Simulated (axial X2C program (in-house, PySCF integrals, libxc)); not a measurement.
## CoB: properties at the nuclei

Calculated with an axial X2C code built on PySCF integrals: two-component X2C with atomic mean-field Coulomb and Gaunt terms, Gaussian nuclei, basis Co dyall-cv3z, B dyall-v3z with contracted cores.

R = 1.665 Å (near the PBE0 minimum at charge 0 of the determinant lowest at the starting distance; the state shown can have its own minimum elsewhere).

Input and command:
```json
{"zs": [27, 5], "q": 0, "bas": ["dyall-cv3z", "dyall-v3z"], "r0": 1.96, "levels": ["PBE0", "HF", "r2SCAN", "TPSSh", "B3LYP"], "nst": 3}
```
```bash
python soeom.py task.json out
```

Keys: zs atomic numbers; q charge; bas basis sets; r0 starting distance in Å; levels methods; nst determinants followed.

Determinant lowest in the PBE0 search, Ω = 3 (⟨Sz⟩ = 1.00, ⟨Lz⟩ = 2.00 at PBE0), spin on the atoms Co 1.09, B -0.09:

```json
{"level": "PBE0", "Eeff magnitude (GV/cm)": "0.215", "Ws magnitude Co (kHz)": "0.0383", "A∥/gI Co (MHz)": "811", "qzz Co (a.u.)": "-0.69", "A∥/gI B (MHz)": "25.9", "qzz B (a.u.)": "-0.17", "μ (D)": "-2.04"}
{"level": "HF", "Eeff magnitude (GV/cm)": "1.28", "Ws magnitude Co (kHz)": "0.183", "A∥/gI Co (MHz)": "736", "qzz Co (a.u.)": "-0.12", "A∥/gI B (MHz)": "40.2", "qzz B (a.u.)": "0.32", "μ (D)": "-1.67"}
{"level": "r2SCAN", "Eeff magnitude (GV/cm)": "0.417", "Ws magnitude Co (kHz)": "0.0635", "A∥/gI Co (MHz)": "819", "qzz Co (a.u.)": "-0.84", "A∥/gI B (MHz)": "28.4", "qzz B (a.u.)": "-0.20", "μ (D)": "-1.92"}
{"level": "TPSSh", "Eeff magnitude (GV/cm)": "0.29", "Ws magnitude Co (kHz)": "0.0455", "A∥/gI Co (MHz)": "803", "qzz Co (a.u.)": "-0.83", "A∥/gI B (MHz)": "26.2", "qzz B (a.u.)": "-0.20", "μ (D)": "-2.13"}
{"level": "B3LYP", "Eeff magnitude (GV/cm)": "0.255", "Ws magnitude Co (kHz)": "0.0408", "A∥/gI Co (MHz)": "803", "qzz Co (a.u.)": "-0.77", "A∥/gI B (MHz)": "26.9", "qzz B (a.u.)": "-0.22", "μ (D)": "-1.93"}
```

Eeff is the effective electric field on the electron electric dipole moment in this Ω state and Ws the scalar–pseudoscalar constant of the nucleus named (defined with the proton number Z and per Ω); A∥ (defined per Ω) follows by multiplying with gI = μI/(I μN); qzz is the electric field gradient, eQq0 = 234.96 MHz × Q/barn × qzz; μ is positive if the B end (last atom) is positive. The operators were transformed with the bare-nucleus X2C matrices; with these basis sets, hyperfine constants and field gradients can be off by tens of per cent, and where levels differ in sign neither size nor sign is settled.

With gI(59Co) = 1.3220, gI(11B) = 1.7924 (g factors from the IAEA table of nuclear moments by Stone), turn the PBE0 values of the first state into constants in MHz.

A∥(59Co) = 811 × 1.3220 = 1070 MHz; A∥(11B) = 25.9 × 1.7924 = 46.4 MHz.

Each state is one determinant with collinear spin, which with several unpaired electrons need not be a pure state. Unrestricted Hartree–Fock can overshoot spin polarisation at the nuclei. With several open shells hyperfine constants can be off by a factor of several. Where Eeff spreads by more than a factor of two the levels disagree and none is to be relied on. Open-shell Ω = 0 determinants with evenly filled partner blocks cannot be reached by this program, so the Ω shown need not be the lowest component. At HF a later determinant lies lower. States lie within half an eV, so the first need not be the ground state. Further determinants of the search, some of them spin-mixed, are not shown. Where a field gradient or hyperfine factor spreads by more than a factor of two over the levels, a constant derived from it is not to be relied on.
